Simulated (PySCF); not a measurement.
SMILES O=C1CC[CH]CC1, doublet (GFN2-xTB optimised geometry):

```
16

O     -1.443    -2.215     0.000
C     -0.793    -1.199     0.000
C      0.717    -1.199     0.000
C      1.311     0.055     0.644
C      0.791     1.277    -0.005
C     -0.538     1.235    -0.650
C     -1.426     0.172     0.000
H      1.074    -2.108     0.487
H      1.027    -1.246    -1.048
H      2.403     0.025     0.588
H      1.060     0.045     1.718
H      1.371     2.182    -0.009
H     -1.023     2.215    -0.594
H     -0.447     1.001    -1.723
H     -2.403     0.114    -0.483
H     -1.595     0.436     1.049
```

Method: unrestricted PBE0/def2-TZVP (PySCF).

### Question
What are the frontier orbital energies (α orbitals alone; a β orbital can be the lowest empty one) and the dipole moment?

### Answer
HOMO-2 -9.45 eV, HOMO-1 -7.02 eV, HOMO -5.65 eV, LUMO -0.37 eV, LUMO+1 0.89 eV; dipole moment 3.09 D.

On the same geometry unrestricted PBE/def2-TZVP (PySCF) gives HOMO-2 -8.07 eV, HOMO-1 -5.45 eV, HOMO -4.30 eV, LUMO -1.53 eV, LUMO+1 0.10 eV; dipole moment 2.92 D.

Meta-Löwdin charges at PBE0/def2-TZVP: O1 -0.42, C2 0.39, C3 -0.26, C4 -0.21, C5 -0.15, C6 -0.21, C7 -0.26, H8 0.13, H9 0.13, H10 0.12, H11 0.11, H12 0.12, H13 0.12, H14 0.11, H15 0.13, H16 0.13.
